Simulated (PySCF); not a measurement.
PySCF 2.14 output of an unrestricted PBE0 calculation on a single atom or ion in aug-cc-pwCVDZ, with the non-relativistic Hamiltonian (point nucleus):

```
SCF conv_tol = 1e-09
number electrons alpha = 6  beta = 5
    C. Adamo and V. Barone.,  J. Chem. Phys. 110, 6158 (1999)
    M. Ernzerhof and G. E. Scuseria.,  J. Chem. Phys. 110, 5029 (1999)
cycle= 1 E= -240.817599388867  delta_E= -0.00194  |g|= 0.013  |ddm|= 0.118
cycle= 2 E= -240.817640969907  delta_E= -4.16e-05  |g|= 0.00566  |ddm|= 0.0171
cycle= 3 E= -240.817645598402  delta_E= -4.63e-06  |g|= 0.000261  |ddm|= 0.00309
cycle= 4 E= -240.817645741861  delta_E= -1.43e-07  |g|= 1.23e-05  |ddm|= 0.00122
cycle= 5 E= -240.817645742184  delta_E= -3.24e-10  |g|= 3.11e-07  |ddm|= 6.03e-05
converged SCF energy = -240.817645742184  <S^2> = 0.75000345  2S+1 = 2.0000034
```

The run itself started from symmetry-adapted Hartree-Fock orbitals and held the occupation by maximum overlap, on a logarithmic radial grid, so the iterations belong to that start.

Problem. Which element, charge and spin multiplicity is this?

Solution. Al²⁺ (aluminium, charge +2), multiplicity 2; the state was [Ne] 3d1, 2D determinant (an excited configuration).

The outer electron is Rydberg-like, and this basis confines it to a smaller radius and binds it less than a complete one would.
